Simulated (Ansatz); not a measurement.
BeH4Si (SMILES [BeH][SiH3]) moved off its minimum; all values from Ansatz (an electronic-structure program), cores frozen in correlated methods.
(charge 0, multiplicity 1)
```xyz
6

Be    -1.40030    -0.85298    -0.16323
H     -2.69440    -1.35107    -0.72315
Si     0.49736     0.21651     0.14589
H      1.12829    -0.19638     1.20922
H      0.26796     1.92516    -0.07244
H      1.48480    -0.09084    -0.97038
```

Task: Give the forces (eV/Å), the total energy and the dipole at CCSD(T)/aug-cc-pV(T+d)Z.

Result: 
```
atom      Fx      Fy      Fz
----  ------  ------  ------
Be1   -1.482  -0.241  -1.030
H2     1.477   0.436   0.825
Si3   -2.225   3.207  -4.927
H4     2.325  -0.990   4.230
H5     0.348  -2.449   0.671
H6    -0.442   0.037   0.231
```
Energy -306.0734 hartree, dipole 1.15 D.
